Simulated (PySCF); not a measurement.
## LiZn⁻: one state, many levels of theory

State: ¹Σ⁺ (singlet), closed shell. Set-up: PySCF, no relativity, basis sets Li aug-pcseg-1, Zn aug-pcseg-1. De refers to Li⁻ + Zn in their ground configurations, without counterpoise correction. A positive dipole points towards Zn; it is taken about the centre of mass and depends on that origin.

```
      Level  Re (Å)  ωe (cm⁻¹)  De (eV)  μ (D)  CPU s a point (SCF and correlation, without the integrals)
    RHF-MP2   3.345        107      n/a    n/a                                                        0.18
RHF-SCS-MP2   3.479       89.0      n/a    n/a                                                         n/a
   RHF-CCSD   3.519       83.0    0.125    n/a                                                         n/a
RHF-CCSD(T)   3.306        110    0.194    n/a                                                         7.2
        PBE   3.259        115    0.288  11.83                                                        0.88
     r²SCAN   3.210        125      n/a  11.74                                                         1.1
      B3LYP   3.370       95.7    0.183  12.05                                                         1.1
       PBE0   3.369        104    0.235  12.11                                                         1.5
    r²SCAN0   3.310        114    0.239  11.89                                                         1.2
        M06   3.470        102    0.243  13.07                                                         1.2
      HSE06   3.318        110    0.263  11.90                                                         1.1
```

The bond length runs from 3.210 Å (r²SCAN) to 3.519 Å (RHF-CCSD). De spans 0.13 eV (RHF-CCSD, coupled cluster) to 0.29 eV (PBE, GGA).

Correlated steps freeze 5 core orbitals. Closed-shell solutions of metal pairs were not tested for spin polarisation, which can lower them a little. The bond is weak. Basis-set superposition, not corrected here, can be much of De in a small basis, most of all at correlated wavefunction levels. For an ion De counts to the pair picked by the measured ionisation energies or electron affinities, which need not be the lowest pair at this level. The highest Kohn–Sham level is positive in this anion. Much of that is self-interaction error, but it also means that the finite basis helps to hold the extra electron. The CCSD T1 diagnostic is raised, a sign that a single reference may not be enough here.

The whole job (state search and all levels along the bond) took about 3.1 min on 1 thread of Arm Neoverse V2 (shared host), peak memory 0.81 GiB.
